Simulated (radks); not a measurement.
Question: These are the eigenvalues of the occupied orbitals of an atom or ion with whole-number occupations (hartree). All-electron calculation, scalar-relativistic Kohn-Sham, exchange-only B88, spin-polarised, spherical densities, finite nucleus; Fermi nuclear charge, rms radius of each element as measured or else 0.836 A^(1/3) + 0.57 fm. Program: a radial shooting solver on a logarithmic mesh with Libxc functionals.

orbital  eigenvalue
1s down   -162.2021
1s up     -162.2017
2s up     -17.96048
2s down   -17.95102
2p up     -14.80422
2p down   -14.79694
3s up      -2.55867
3s down    -2.52188
3p up      -1.77319
3p down    -1.73585
3d up      -0.63888

Which element is it, and in what charge state? The configuration may be excited. Open shells, if any, are filled with parallel spins first.

Answer: Z = 21, scandium, charge +2: Sc2+ in [Ar] 3d1. The list shows which subshells hold electrons but not how many an open one holds; the 1s level, -162.2 hartree, gives Z - s = 18.0 by -(Z - s)^2/2, which with screening and relativity narrows Z to a few neighbours, and the depths of the outer levels then fix element, charge and occupations together.
